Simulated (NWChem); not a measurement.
System: CH₂Cl₂F₂Si; SMILES FC[Si](F)(Cl)Cl

NWChem input:

```
start job
memory heap 200 mb stack 900 mb global 1100 mb
geometry units angstroms noautosym nocenter noautoz
  F     -0.984569    -2.413598    -0.062200
  C     -1.343707    -1.132347    -0.395725
  Si    -0.075702     0.100637     0.231728
  F     -0.028024     0.086761     1.840966
  Cl     1.794509    -0.329976    -0.449985
  Cl    -0.649840     1.968749    -0.365776
  H     -2.330652    -0.892871     0.040598
  H     -1.438198    -1.041548    -1.492613
end
basis spherical
  F library sto-3g
  C library sto-3g
  Si library sto-3g
  Cl library sto-3g
  H library sto-3g
end
dft
  xc hfexch
  iterations 150
end
property
  shielding
end
task dft property
```

Output (shortened):

```
             Northwest Computational Chemistry Package (NWChem) 7.3.0
             --------------------------------------------------------

                             Geometry "geometry" -> ""
                             -------------------------

 Output coordinates in angstroms (scale by  1.889725989 to convert to a.u.)

  No.       Tag          Charge          X              Y              Z
 ---- ---------------- ---------- -------------- -------------- --------------
    1 F                    9.0000    -0.98456900    -2.41359800    -0.06220000
    2 C                    6.0000    -1.34370700    -1.13234700    -0.39572500
    3 Si                  14.0000    -0.07570200     0.10063700     0.23172800
    4 F                    9.0000    -0.02802400     0.08676100     1.84096600
    5 Cl                  17.0000     1.79450900    -0.32997600    -0.44998500
    6 Cl                  17.0000    -0.64984000     1.96874900    -0.36577600
    7 H                    1.0000    -2.33065200    -0.89287100     0.04059800
    8 H                    1.0000    -1.43819800    -1.04154800    -1.49261300

 Effective nuclear repulsion energy (a.u.)     462.2985024897

  xc_inp: hfexch multiplicative factor not found.
                              NWChem Property Module
                              ----------------------

  itol2e modified to match energy
  convergence criterion.

                                 NWChem DFT Module
                                 -----------------

 Summary of "ao basis" -> "ao basis" (spherical)
 ------------------------------------------------------------------------------
       Tag                 Description            Shells   Functions and Types
 ---------------- ------------------------------  ------  ---------------------
 F                           sto-3g                  3        5   2s1p
 C                           sto-3g                  3        5   2s1p
 Si                          sto-3g                  5        9   3s2p
 Cl                          sto-3g                  5        9   3s2p
 H                           sto-3g                  1        1   1s

  itol2e modified to match energy
  convergence criterion.

            General Information
            -------------------
          SCF calculation type: DFT
          Wavefunction type:  closed shell.
          No. of atoms     :     8
          No. of electrons :    74
           Alpha electrons :    37
            Beta electrons :    37
          Charge           :     0
          Spin multiplicity:     1
          Use of symmetry is: off; symmetry adaption is: off
          Maximum number of iterations: 150
          AO basis - number of functions:    44
                     number of shells:    26
          Convergence on energy requested:  1.00D-07
          Convergence on density requested:  1.00D-05
          Convergence on gradient requested:  5.00D-04

              XC Information
              --------------
                     Hartree-Fock (Exact) Exchange  1.000

      Superposition of Atomic Density Guess
      -------------------------------------

 Sum of atomic energies:       -1428.66835830

      Non-variational initial energy
      ------------------------------

 Total energy =   -1428.914643
 1-e energy   =   -2912.127624
 2-e energy   =    1020.914478
 HOMO         =      -0.179525
 LUMO         =       0.289905

   convergence    iter        energy       DeltaE   RMS-Dens  Diis-err
 ---------------- ----- ----------------- --------- --------- ---------
 d= 0,ls=0.0,diis     1  -1429.3587858427 -1.89D+03  3.19D-02  8.05D-01
 d= 0,ls=0.0,diis     2  -1429.5332909078 -1.75D-01  6.91D-03  7.24D-02
 d= 0,ls=0.0,diis     3  -1429.5458186787 -1.25D-02  2.41D-03  2.56D-03
 d= 0,ls=0.0,diis     4  -1429.5467729754 -9.54D-04  5.46D-04  1.26D-04
 d= 0,ls=0.0,diis     5  -1429.5468177857 -4.48D-05  1.12D-04  4.85D-06
  Resetting Diis
 d= 0,ls=0.0,diis     6  -1429.5468196890 -1.90D-06  2.36D-05  2.25D-07
 d= 0,ls=0.0,diis     7  -1429.5468197766 -8.75D-08  3.81D-06  1.14D-08

[...]

          -----------------------------------------
          Chemical Shielding Tensors (GIAO, in ppm)
          -----------------------------------------

                                NWChem CPHF Module
                                ------------------

  scftype          =     RHF
  nclosed          =       37
  nopen            =        0
  variables        =      259
  # of vectors     =        3
  tolerance        = 0.10D-03
  level shift      = 0.00D+00
  max iterations   =       50
  max subspace     =       30

 SCF residual:    6.2885363625861293E-005

Iterative solution of linear equations
  No. of variables      259
  No. of equations        3
  Maximum subspace       30
        Iterations       50
       Convergence  1.0D-04

   iter   nsub   residual    time
   ----  ------  --------  ---------
     1      3    1.46D+00       5.6
     2      6    1.13D-01       6.1
     3      9    1.32D-02       6.6
     4     12    3.67D-03       7.1
     5     15    9.63D-04       7.6
     6     18    1.26D-04       8.1
     7     21    1.28D-05       8.6

      Atom:    1  F
        Diamagnetic
    442.6524     -8.5918      2.9724
     -8.5918    482.8429     -9.8052
      2.9724     -9.8052    440.5204

        Paramagnetic
     71.4068     30.2200    -16.1973
     30.2200    -17.7116     27.5675
    -16.1973     27.5675     76.4600

        Total Shielding Tensor
    514.0593     21.6282    -13.2249
     21.6282    465.1313     17.7623
    -13.2249     17.7623    516.9805

           isotropic =     498.7237
          anisotropy =      45.2149

          Principal Components and Axis System
                 1           2           3
              528.8670    517.1958    450.1083

      1        -0.6935      0.6234     -0.3611
      2        -0.0348      0.4717      0.8811
      3         0.7196      0.6236     -0.3054

      Atom:    2  C
        Diamagnetic
    250.8343      4.9553      3.0505
      4.9553    254.0725      1.6280
      3.0505      1.6280    244.8160

        Paramagnetic
    -66.6455    -20.0445      4.3535
    -20.0445    -14.3657    -17.1951
      4.3535    -17.1951    -67.8895

        Total Shielding Tensor
    184.1888    -15.0892      7.4040
    -15.0892    239.7068    -15.5671
      7.4040    -15.5671    176.9265

           isotropic =     200.2740
          anisotropy =      70.9877

          Principal Components and Axis System
                 1           2           3
              247.5991    181.5593    171.6636

      1        -0.2508      0.8849     -0.3925
      2         0.9395      0.3202      0.1215
      3        -0.2332      0.3383      0.9117

      Atom:    3  Si
        Diamagnetic
    866.7041     -1.8890     -0.9922
     -1.8890    867.3163     -0.9242
     -0.9922     -0.9242    864.0262

        Paramagnetic
   -318.1263      0.7079    -12.6245
      0.7079   -325.3407     -0.0147
    -12.6245     -0.0147   -278.9738

        Total Shielding Tensor
    548.5778     -1.1811    -13.6167
     -1.1811    541.9756     -0.9389
    -13.6167     -0.9389    585.0524

           isotropic =     558.5353
          anisotropy =      46.5681

          Principal Components and Axis System
                 1           2           3
              589.5807    544.7716    541.2536

      1        -0.3149      0.8485      0.4252
      2        -0.0109     -0.4512      0.8923
      3         0.9491      0.2763      0.1513

      Atom:    4  F
        Diamagnetic
    438.8471     -0.2547      0.8650
     -0.2547    439.1459     -0.8536
      0.8650     -0.8536    487.7410

        Paramagnetic
    167.3149    -23.4134    -14.0909
    -23.4134    167.3805     -2.4170
    -14.0909     -2.4170    -81.1457

        Total Shielding Tensor
    606.1620    -23.6681    -13.2259
    -23.6681    606.5264     -3.2707
    -13.2259     -3.2707    406.5953

           isotropic =     539.7612
          anisotropy =     135.7101

          Principal Components and Axis System
                 1           2           3
              630.2347    583.4438    405.6053

      1        -0.7095      0.7013      0.0686
      2         0.7040      0.7098      0.0243
      3         0.0317     -0.0656      0.9973

      Atom:    5  Cl
        Diamagnetic
   1136.5911     -2.7477     -3.7455
     -2.7477   1126.1764      0.8458
     -3.7455      0.8458   1125.7920

        Paramagnetic
    -11.9821     22.4006     53.6576
     22.4006    125.4776    -29.1551
     53.6576    -29.1551    104.9830

        Total Shielding Tensor
   1124.6089     19.6529     49.9120
     19.6529   1251.6541    -28.3093
     49.9120    -28.3093   1230.7749

           isotropic =    1202.3460
          anisotropy =     105.7822

          Principal Components and Axis System
                 1           2           3
             1272.8674   1234.8361   1099.3344

      1        -0.1177      0.4108      0.9041
      2         0.7537      0.6297     -0.1880
      3        -0.6465      0.6593     -0.3838

      Atom:    6  Cl
        Diamagnetic
   1126.7186     -3.7209      0.9633
     -3.7209   1136.5591     -3.1330
      0.9633     -3.1330   1125.7309

        Paramagnetic
    116.6287     33.8140    -29.9933
     33.8140    -11.2481     46.0220
    -29.9933     46.0220    105.8442

        Total Shielding Tensor
   1243.3473     30.0930    -29.0300
     30.0930   1125.3110     42.8890
    -29.0300     42.8890   1231.5751

           isotropic =    1200.0778
          anisotropy =     100.7378

          Principal Components and Axis System
                 1           2           3
             1267.2363   1233.0740   1099.9230

      1         0.7508      0.6074     -0.2597
      2        -0.0401      0.4343      0.8999
      3        -0.6593      0.6652     -0.3504

      Atom:    7  H
        Diamagnetic
     39.8070     -0.4172     -4.2454
     -0.4172     27.0527      1.1366
     -4.2454      1.1366     24.4288

[...]
```

Level: Hartree-Fock/STO-3G, GIAO. STO-3G and 3-21G are far too small for this property and stand as cheap habits. Structure relaxed at the PBE0/def2-SVP level. The printed shielding anisotropy is the first printed principal value minus the mean of the other two.
